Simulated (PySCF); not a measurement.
Ir(acac)(CO)2 (C₇H₇IrO₄), SMILES CC1=CC(C)=[O]->[Ir](<-[C-]#[O+])(<-[C-]#[O+])[O]1, multiplicity 1.

Geometry: B3LYP-D3(BJ)/def2-SVP. The multiplicity is an assumed one; no other spin state was optimised. The isomer is the one that the SMILES or the coordinates give; other isomers of the formula were not compared. The def2 effective core potentials stand for the cores of Ir; spin–orbit coupling is left out. Other conformers were not sampled.

Two levels are set side by side: TDA-PBE/def2-SVP (PySCF) and TDA-B3LYP/def2-SVP (PySCF). Vertical, same geometry. The lowest singlet is HOMO→LUMO 100 % with PBE and HOMO→LUMO 100 % with the other functional; states are paired by order. Differences are taken from unrounded values.

```
quantity                              TDA-B3LYP
------------------------------------  ---------
lowest singlet excitation (eV)             3.76
lowest triplet excitation (TDA) (eV)       3.23
```

Task: What does TDA-PBE give, and how far is it from TDA-B3LYP? (The exact figures need the calculation; the answer reports its results.)

Result: 
```csv
quantity,TDA-PBE,TDA-PBE minus TDA-B3LYP
lowest singlet excitation (eV),3.01,-0.74
lowest triplet excitation (TDA) (eV),2.99,-0.24
```

Functionals without exact exchange tend to place singlet excitations lower, as here. Differences between two approximate levels are no errors against the true value.

Rough cost on one machine, each run with all the roots and properties that it gave: TDA-B3LYP against TDA-PBE about 2 times.
